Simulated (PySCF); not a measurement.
# Br⁺: excitation energy

Br⁺ [Ar] 3d10 4s2 4p4 (3P) → Br⁺ [Ar] 3d10 4s1 4p5 (3P), as a difference of total energies. Calculation: PySCF 2.14, in x2c-TZVPPall; scalar relativity by spin-free X2C-1e. Correlated levels: valence and next inner shell: [Ne] frozen. The calculations carry no spin-orbit coupling.

| method | excitation energy (eV) | error (eV) |
| --- | --- | --- |
| UHF | 14.264 | +2.340 |
| MP2 (valence and next inner shell) | 13.263 | +1.339 |
| SCS-MP2 (valence and next inner shell) | 13.095 | +1.171 |
| CCSD (valence and next inner shell) | 12.407 | +0.483 |
| CCSD(T) (valence and next inner shell) | 11.967 | +0.043 |

Reference: 11.924 eV (measured; NIST levels, between the centres of gravity of the two terms).

Errors of the correlated levels include the incompleteness of this basis and the frozen core.

The coupled-cluster amplitudes are large for the upper state (T1 above 0.03 or a double amplitude above 0.15), so a single reference is strained.
